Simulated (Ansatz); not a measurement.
A run for Ansatz (a program for electronic structure): R-PBE0/def2-TZVPP on HF (SMILES F).

Ansatz 0.2 input:
```yaml
crystal:
  periodic: [false, false, false]
  atoms:
    - {symbol: F, position_ang: [-0.00000000, 0.00000000, 0.46222970]}
    - {symbol: H, position_ang: [0.00000000, -0.00000000, -0.46222970]}
basis:
  gaussian:
    orbitals: def2-TZVPP
hamiltonian:
  xc: {name: PBE0}
scf: {lower_state_search: off}
```

It printed:

```
WARN ansatz: RAYON_NUM_THREADS=4 ignored (pool sized by the plan → 4); use --threads N
Functional definition: PBE0
these checks for a lower state are left out or cut short: stability, starts, cluster_reference, orbital_swaps, neighbouring_geometries, increment
integrals: 0.00 GiB planned
215 factors; their error is unknown
mean field: 0.08 GiB planned
mean field evaluation 1: about -2730.4877 eV, gradient 3.1e1 eV
mean field evaluation 2: about -2729.1779 eV, gradient 4.6e1 eV
mean field evaluation 4: about -2731.8456 eV, gradient 1.1e-1 eV
mean field evaluation 8: about -2731.8600 eV, gradient 6.3e-3 eV
mean field -2731.85995344 eV, -100.3940015678 hartree, gradient 2.8e-6 eV, S^2 0.000000; 0 other end points of the search recorded, 0 dependent functions left out
reference -2731.85996223 eV, -100.3940018908 hartree; 5, 5 occupied and 40, 40 virtual orbitals, 215 factors
Total energy: -2731.85996223 eV, -100.3940018908 hartree
Checks for a lower state left out: stability, starts, cluster_reference, orbital_swaps, neighbouring_geometries, increment
```

The calculation finished and met its thresholds.

Cost: roughly 0.17 core-seconds.
